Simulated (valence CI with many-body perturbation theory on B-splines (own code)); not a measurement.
E1 transitions of Ce27+

Level of theory: valence CI with perturbative core correlation (CI+MBPT): three valence electrons over a frozen Dirac-Fock core [Ar] 3d10, radial functions for each j: 11 s, 11 p, 10 d, 8 f, 5 g, 2 h, with the one-electron correlation potential Σ1, the two-electron term Σ2, the three-electron term Σ3, Breit, model QED; selected CI, second order for the rest, scaled by the run's own slope (own B-spline code, finite nucleus).

No measured spectrum was set against this ion. As an estimate, large intervals hold to a few tenths of a per cent, small ones and those within an open d or f shell to about a per cent.

Lines 201 to 250 of 571 in falling wavelength, among levels below 419.81 eV, chosen from the strongest by gf and those to the six lowest levels. Wavelengths and rates use the calculated energies. Electric multipoles are in the length gauge, E1 and E2 with the static RPA response of the core. Weak lines are less certain than strong ones. Lines between different terms over intervals too small for the method are left out, as are lines whose strength nearly cancels. Where a level lies close to another of its J and parity, the split of strength between their lines is uncertain. The highest levels of a list are the least certain.

Levels are named by their leading jj configuration (3d3/2^4 stands for four electrons in 3d with j = 3/2), which in mixed levels can hold well under half, so a name can repeat and another be missing. Letters in brackets count levels of one name in rising energy.

```
λ vac (nm)                          Upper                          Lower   A (s⁻¹)  S (a.u.)
     11.69         (4s 4p3/2 4f7/2) J=7/2     (4s 4p3/2 4d5/2) J=7/2 [b]  3.46e+10  2.18e-01
     11.69         (4s 4p1/2 4d5/2) J=3/2         (4s 4p1/2 4p3/2) J=1/2  1.41e+11  4.44e-01
     11.68  (4p1/2 4p3/2 4f7/2) J=7/2 [b]  (4p1/2 4p3/2 4d5/2) J=5/2 [b]  2.27e+10  1.43e-01
     11.68     (4s 4p1/2 4d5/2) J=5/2 [a]         (4s 4p1/2 4p3/2) J=5/2  3.82e+10  1.80e-01
     11.68         (4s 4p1/2 4d5/2) J=7/2         (4s 4p1/2 4p3/2) J=5/2  5.80e+10  3.65e-01
     11.66     (4s 4p1/2 4d3/2) J=3/2 [b]         (4s 4p1/2 4p3/2) J=5/2  4.72e+09  1.48e-02
     11.66     (4s 4d3/2 4d5/2) J=5/2 [c]     (4s 4p3/2 4d3/2) J=5/2 [b]  7.59e+10  3.56e-01
     11.66             (4s^2 4d3/2) J=3/2             (4s^2 4p3/2) J=3/2  8.87e+10  2.77e-01
     11.65         (4s 4p3/2 4f7/2) J=3/2     (4s 4p3/2 4d3/2) J=3/2 [c]  8.79e+10  2.74e-01
     11.65     (4s 4d3/2 4d5/2) J=7/2 [a]     (4s 4p3/2 4d3/2) J=5/2 [a]  4.28e+10  2.67e-01
     11.63  (4p3/2 4d3/2 4d5/2) J=7/2 [b]          (4p3/2^2 4d5/2) J=9/2  2.68e+10  1.66e-01
     11.62     (4s 4p1/2 4d5/2) J=5/2 [b]     (4s 4p1/2 4p3/2) J=3/2 [b]  1.29e+11  6.01e-01
     11.62         (4s 4p3/2 4f7/2) J=3/2         (4s 4p3/2 4d5/2) J=3/2  3.51e+10  1.09e-01
     11.62          (4p1/2 4d5/2^2) J=1/2  (4p1/2 4p3/2 4d5/2) J=3/2 [b]  1.77e+11  2.75e-01
     11.62  (4p1/2 4p3/2 4f7/2) J=9/2 [a]  (4p1/2 4p3/2 4d5/2) J=7/2 [b]  2.08e+10  1.61e-01
     11.61  (4p1/2 4p3/2 4d5/2) J=3/2 [b]          (4p1/2 4p3/2^2) J=1/2  8.15e+10  2.52e-01
     11.60     (4s 4d3/2 4d5/2) J=3/2 [b]     (4s 4p3/2 4d3/2) J=3/2 [b]  8.38e+10  2.58e-01
     11.60  (4p1/2 4d3/2 4d5/2) J=5/2 [a]  (4p1/2 4p3/2 4d3/2) J=5/2 [a]  5.87e+10  2.71e-01
     11.59  (4p3/2 4d3/2 4d5/2) J=3/2 [c]      (4p3/2^2 4d3/2) J=3/2 [b]  7.57e+10  2.33e-01
     11.58  (4p1/2 4d3/2 4d5/2) J=3/2 [b]  (4p1/2 4p3/2 4d5/2) J=3/2 [a]  8.11e+10  2.49e-01
     11.57             (4s 4d5/2^2) J=3/2     (4s 4p3/2 4d5/2) J=5/2 [b]  7.49e+10  2.29e-01
     11.55          (4p1/2 4d5/2^2) J=7/2  (4p1/2 4p3/2 4d5/2) J=7/2 [a]  4.16e+10  2.53e-01
     11.55          (4p3/2^2 4d5/2) J=1/2                (4p3/2^3) J=3/2  1.59e+11  2.42e-01
     11.53      (4p3/2 4d5/2^2) J=9/2 [a]          (4p3/2^2 4d5/2) J=9/2  2.47e+10  1.87e-01
     11.52      (4p1/2 4p3/2 4d5/2) J=1/2          (4p1/2 4p3/2^2) J=1/2  1.97e+11  2.98e-01
     11.51  (4p3/2 4d3/2 4d5/2) J=7/2 [c]          (4p3/2^2 4d5/2) J=7/2  3.11e+10  1.88e-01
     11.50             (4s 4d5/2^2) J=1/2         (4s 4p3/2 4d5/2) J=3/2  2.20e+11  3.31e-01
     11.50      (4p1/2 4d3/2 4d5/2) J=1/2  (4p1/2 4p3/2 4d3/2) J=1/2 [a]  1.15e+11  1.73e-01
     11.50          (4p1/2 4d5/2^2) J=5/2  (4p1/2 4p3/2 4d5/2) J=5/2 [a]  3.55e+10  1.60e-01
     11.48         (4s 4p3/2 4f7/2) J=7/2     (4s 4p3/2 4d5/2) J=7/2 [a]  4.41e+10  2.64e-01
     11.48      (4p3/2^2 4d3/2) J=3/2 [b]                (4p3/2^3) J=3/2  6.05e+10  1.81e-01
     11.48  (4p1/2 4p3/2 4d3/2) J=5/2 [b]          (4p1/2 4p3/2^2) J=5/2  5.51e+10  2.47e-01
     11.48             (4s 4d5/2^2) J=9/2         (4s 4p3/2 4d3/2) J=7/2  2.49e+10  1.85e-01
     11.47          (4p3/2 4d5/2^2) J=3/2      (4p3/2^2 4d5/2) J=5/2 [a]  1.33e+11  3.97e-01
     11.47             (4s 4d5/2^2) J=7/2     (4s 4p3/2 4d5/2) J=7/2 [b]  7.19e+10  4.29e-01
     11.46             (4s 4d5/2^2) J=3/2         (4s 4p3/2 4d5/2) J=3/2  1.59e+11  4.73e-01
     11.45     (4s 4p3/2 4d5/2) J=5/2 [a]             (4s 4p3/2^2) J=5/2  1.59e+11  7.06e-01
     11.42         (4s 4p3/2 4d5/2) J=1/2             (4s 4p3/2^2) J=1/2  1.84e+11  2.70e-01
     11.42         (4s 4d3/2 4d5/2) J=1/2     (4s 4p3/2 4d3/2) J=1/2 [b]  2.13e+11  3.13e-01
     11.42  (4p1/2 4p3/2 4f7/2) J=5/2 [b]  (4p1/2 4p3/2 4d5/2) J=3/2 [b]  5.90e+10  2.60e-01
     11.40  (4p1/2 4p3/2 4d5/2) J=7/2 [b]          (4p1/2 4p3/2^2) J=5/2  8.02e+10  4.69e-01
     11.40  (4p3/2 4d3/2 4d5/2) J=5/2 [c]          (4p3/2^2 4d5/2) J=7/2  1.01e+11  4.44e-01
     11.39      (4p3/2 4d5/2^2) J=9/2 [b]         (4s 4p1/2 4f7/2) J=9/2  5.23e+10  3.81e-01
     11.36     (4s 4p1/2 4f7/2) J=7/2 [a]     (4s 4p1/2 4d5/2) J=5/2 [a]  2.25e+10  1.30e-01
     11.35  (4p1/2 4p3/2 4f7/2) J=7/2 [b]  (4p1/2 4p3/2 4d5/2) J=7/2 [b]  2.47e+10  1.43e-01
     11.33  (4p1/2 4d3/2 4d5/2) J=3/2 [c]  (4p1/2 4p3/2 4d5/2) J=5/2 [a]  7.09e+10  2.04e-01
     11.32         (4s 4p1/2 4f7/2) J=5/2         (4s 4p1/2 4d5/2) J=3/2  1.49e+11  6.41e-01
     11.31         (4s 4p1/2 4d5/2) J=3/2     (4s 4p1/2 4p3/2) J=3/2 [b]  6.15e+10  1.76e-01
     11.28      (4p1/2 4p3/2 4f7/2) J=3/2      (4p1/2 4p3/2 4d5/2) J=1/2  1.30e+11  3.69e-01
     11.28     (4s 4p3/2 4f5/2) J=5/2 [a]     (4s 4p3/2 4d5/2) J=5/2 [a]  8.05e+10  3.42e-01
```
